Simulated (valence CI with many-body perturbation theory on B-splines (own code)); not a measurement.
**Level structure of Mo XXX**

Computed by relativistic CI+MBPT: three valence electrons over a frozen Dirac-Fock core [Ne], a basis of 11 s, 11 p, 10 d, 8 f, 5 g, 2 h functions for each j, with the one-electron correlation potential Σ1 (screened to all orders), the two-electron term Σ2, the three-electron term Σ3, Breit, model QED; selected single and double excitations, second order for the rest, scaled by the run's own slope (own B-spline code, finite nucleus).

The last digits are not significant, and no measured levels were compared; by estimate large intervals hold to a few tenths of a per cent, small ones and those within an open d or f shell to about a per cent.

Levels 91 to 135 of 154, with energies above the lowest level, 3s²3p ²P°_1/2. "Leading %" is the weight of the configuration and term that name the level; weights of strongly mixed levels are sums over their largest components and can fall short. Lifetimes count E1, E2, E3, M1 and M2 decay at the calculated energies, and are blank where another channel may lead or the interval is too uncertain; long ones can be off by a factor of two.

```tsv
No.	Configuration	Term	J	E (eV)	Leading %	Lifetime	Second component
91	3p3d²	²S°	1/2	407.98	33	8.33 ps	32 % 3p3d² ⁴P°
92	3p3d²	⁴F°	3/2	410.42	39	5.93 ps	28 % 3p3d² ⁴D°
93	3p3d²	⁴D°	7/2	412.87	44	8.87 ps	28 % 3p3d² ²F°
94	3p3d²	⁴F°	5/2	414.90	48	6.17 ps	16 % 3p3d² ⁴D°
95	3p3d²	²H°	9/2	415.28	57	18.8 ps	21 % 3p3d² ⁴G°
96	3p3d²	⁴D°	5/2	416.38	38	12.1 ps	24 % 3p3d² ²F°
97	3p3d²	²D°	3/2	418.20	41	8.21 ps	36 % 3p3d² ⁴D°
98	3p3d²	²G°	7/2	418.39	62	9.10 ps	25 % 3p3d² ²F°
99	3p3d²	⁴P°	3/2	419.93	61	7.09 ps	19 % 3p3d² ⁴S°
100	3p3d²	⁴G°	11/2	423.31	98	16.7 ps	
101	3p3d²	⁴F°	9/2	428.01	57	7.14 ps	20 % 3p3d² ⁴G°
102	3p3d²	²F°	7/2	428.24	39	7.41 ps	38 % 3p3d² ⁴F°
103	3p3d²	²P°	3/2	429.39	35	4.41 ps	26 % 3p3d² ⁴F°
104	3p3d²	²D°	5/2	430.84	42	6.40 ps	32 % 3p3d² ⁴D°
105	3p3d²	⁴D°	1/2	431.62	52	4.93 ps	25 % 3p3d² ²P°
106	3p3d²	⁴D°	7/2	431.92	47	6.45 ps	23 % 3p3d² ²F°
107	3p3d²	⁴D°	5/2	431.97	50	6.10 ps	20 % 3p3d² ⁴F°
108	3p3d²	²S°	1/2	433.79	46	6.03 ps	31 % 3p3d² ⁴P°
109	3p3d²	⁴D°	7/2	435.34	89	6.02 ps	5 % 3p3d² ²F°
110	3p3d²	⁴D°	3/2	435.47	71	4.73 ps	14 % 3p3d² ²D°
111	3p3d²	²P°	1/2	435.59	62	6.00 ps	35 % 3p3d² ⁴D°
112	3p3d²	⁴P°	5/2	436.77	68	7.34 ps	10 % 3p3d² ²F°
113	3p3d²	²G°	9/2	438.22	54	8.87 ps	24 % 3p3d² ⁴F°
114	3p3d²	²F°	5/2	440.39	63	5.01 ps	22 % 3p3d² ⁴D°
115	3p3d²	²H°	11/2	440.72	98	14.1 ps	
116	3p3d²	⁴S°	3/2	441.38	68	3.83 ps	23 % 3p3d² ⁴P°
117	3p3d²	²F°	7/2	444.74	62	6.98 ps	33 % 3p3d² ²G°
118	3p3d²	²D°	3/2	447.52	60	4.76 ps	26 % 3p3d² ²P°
119	3p3d²	²P°	1/2	447.64	92	5.60 ps	5 % 3p3d² ⁴D°
120	3p3d²	²F°	7/2	448.79	56	4.73 ps	31 % 3p3d² ²G°
121	3p3d²	²D°	5/2	451.64	82	4.45 ps	10 % 3p3d² ²F°
122	3p3d²	²G°	9/2	454.35	92	4.97 ps	4 % 3p3d² ⁴F°
123	3p3d²	²F°	5/2	456.84	97	5.68 ps	
124	3p3d²	²P°	3/2	458.86	80	7.48 ps	5 % 3p3d² ²D°
125	3p3d²	²G°	7/2	460.25	50	5.22 ps	39 % 3p3d² ²F°
126	3p3d²	²D°	3/2	461.89	71	3.88 ps	18 % 3p3d² ²P°
127	3p3d²	²D°	5/2	463.85	90	4.67 ps	5 % 3p3d² ⁴D°
128	3p3d²	²P°	1/2	467.38	95	3.74 ps	
129	3p3d²	²P°	3/2	472.04	74	3.82 ps	15 % 3p3d² ²D°
130	3d³	⁴F	3/2	534.88	91	4.29 ps	8 % 3d³ ²D
131	3d³	⁴F	5/2	537.32	97	4.69 ps	
132	3d³	⁴F	7/2	539.60	92	5.08 ps	7 % 3d³ ²G
133	3d³	⁴F	9/2	541.36	73	5.42 ps	22 % 3d³ ²G
134	3d³	⁴P	3/2	544.69	60	4.03 ps	26 % 3d³ ²P
135	3d³	⁴P	1/2	545.52	83	4.16 ps	16 % 3d³ ²P
```

Names give the largest LS component (configuration and term), which can be under half, so a name can repeat, a term be missing and a line seem to break the LS rules; names also repeat where a configuration has a term twice.
